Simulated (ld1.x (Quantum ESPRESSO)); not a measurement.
**Varying the ultrasoft potential for Al**

Base potential:

ld1.x (Quantum ESPRESSO) 7.5 input, shortened:

```
&input
   title='Al', zed=13., rel=2, dft='PBE', iswitch=3,
   config='[Ne] 3s2 3p1 3d-2', rel_dist='average'
 /
 &inputp
   pseudotype=3, tm=.true., lloc=-1, rcloc=1.55,
   nlcc=.true., new_core_ps=.true., rcore=1.60,
   which_augfun='PSQ', rmatch_augfun_nc=.true.
 /
6
3S  1  0   2.00   0.00  1.35  1.90  0.0
3S  1  0   0.00   0.40  1.35  1.90  0.0
3P  2  1   1.00   0.00  2.55  3.05  0.0
3P  2  1   0.00   2.95  2.55  3.05  0.0
3D  3  2  -2.00  -0.10  2.35  3.10  0.0
3D  3  2  -2.00   0.70  2.35  3.10  0.0
 &test
   configts(1)='3s2 3p1'
 /
```

Open shells are filled in proportion to 2j + 1 (rel_dist='average').

All-electron outer shells of the reference configuration (PBE, scalar-relativistic, ld1.x):

```
shell  level (eV)  outermost node (bohr)  outermost maximum (bohr)
   2s     -108.17                   0.16                      0.50
   2p      -69.64                      –                      0.43
   3s       -7.75                   0.80                      2.09
   3p       -2.71                   0.82                      2.64
```

Cutoffs, loose and tight: the cutoffs (Ry, on a coarse ladder) from which the occupation-weighted sum of valence levels, in a spherical-Bessel basis at the reference potential, stays within 10 and 1 mRy of its value at 400 Ry. They do not see the model core or the augmentation charge, which bear on the density cutoff. Test errors are all-electron minus pseudo excitation energies from the reference, over the configurations 3s2 3p0; 3s1 3p0; 3s2 3p0.5; 3s1 3p2; 3s0 3p3; 3s1 3p1; 3s2 3p1.3. A dash means not determined; rows that change the core or the reference have their own tests.

| change | outcome | cutoff, loose | cutoff, tight | bound ghosts | largest test error (meV) |
| --- | --- | --- | --- | --- | --- |
| base | generated | 8 Ry | 10 Ry | none | +8.0 |
| waves 3d channel at -0.1 Ry: rcut 2.35, rcutus 4.40 bohr; 3d channel at 0.7 Ry: rcut 2.35, rcutus 4.40 bohr | generated | 8 Ry | 10 Ry | none | +8.0 |
| local potential all-electron potential smoothed inside 2.56 bohr (lloc = -1) | generated | 8 Ry | 10 Ry | none | +8.0 |
| scalar-relativistic | generated | 8 Ry | 10 Ry | none | +7.3 |

**Question.** What comes out with this change to the base: waves 3s (bound): rcut 1.35, rcutus 2.06 bohr; 3s channel at 0.4 Ry: rcut 1.35, rcutus 2.06 bohr?

**Answer.** outcome: generated; cutoff, loose: 6 Ry; cutoff, tight: 8 Ry; bound ghosts: none; largest test error (meV): +8.2.

**Question.** What comes out with this change to the base: core correction Bessel-smoothed model core inside 1.40 bohr?

**Answer.** outcome: generated; cutoff, loose: 8 Ry; cutoff, tight: 10 Ry; bound ghosts: none; largest test error (meV): -17.

**Question.** What comes out with this change to the base: waves 3p (bound): rcut 2.55, rcutus 3.12 bohr; 3p channel at 2.95 Ry: rcut 2.55, rcutus 3.12 bohr?

**Answer.** outcome: generated; cutoff, loose: 8 Ry; cutoff, tight: 10 Ry; bound ghosts: none; largest test error (meV): +11.
